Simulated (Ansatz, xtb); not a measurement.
Isomers of C4H5N3OS in order of energy

3 gas-phase structures of C4H5N3OS, from a drawn sample of its isomers (lower ones may exist). Each was relaxed with GFN2-xTB; where two conformers were screened, the lower at r2SCAN-D4/def2-SVP is listed:

A. `CSc1ncnn1C=O`, a singlet
B. `CSc1[nH]nnc1C=O`, a singlet
C. `O=CCSc1nc[nH]n1`, a singlet

**Question.** Which do you expect lowest at r2SCAN-D4/def2-SVP, and how would the others follow?

**Answer.** Calculated order at r2SCAN-D4/def2-SVP: A (0.0), C (11.1), B (21.6) kcal/mol.

Energies above the lowest of each column, in kcal/mol; the last columns are at PBE0-D3(BJ)/def2-SVP geometries and were run for some of them only (a dash: not run or not comparable):

```json
{"structure": "A", "GFN2-xTB": "0.0", "HF/STO-3G": "0.0", "r2SCAN-D4/def2-SVP": "0.0", "PBE0-D3(BJ)/def2-SVP": "0.0", "CCSD(T)/def2-SVP + ΔMP2/def2-TZVPP": "0.0"}
{"structure": "C", "GFN2-xTB": "17.6", "HF/STO-3G": "10.7", "r2SCAN-D4/def2-SVP": "11.1", "PBE0-D3(BJ)/def2-SVP": "10.2", "CCSD(T)/def2-SVP + ΔMP2/def2-TZVPP": "8.4"}
{"structure": "B", "GFN2-xTB": "27.4", "HF/STO-3G": "18.3", "r2SCAN-D4/def2-SVP": "21.6", "PBE0-D3(BJ)/def2-SVP": "–", "CCSD(T)/def2-SVP + ΔMP2/def2-TZVPP": "–"}
```

Every level run on A puts it lowest or level with the lowest. Some further structures that were screened fall inside this span and aren't listed. Flexible structures stand in one conformer each, not always the lowest. Frequencies (GFN2-xTB) were run for A, C alone. ΔMP2 is the change of the MP2 energy from the smaller to the larger basis.

Programs: Ansatz 0.2.0, xtb 6.7.1.
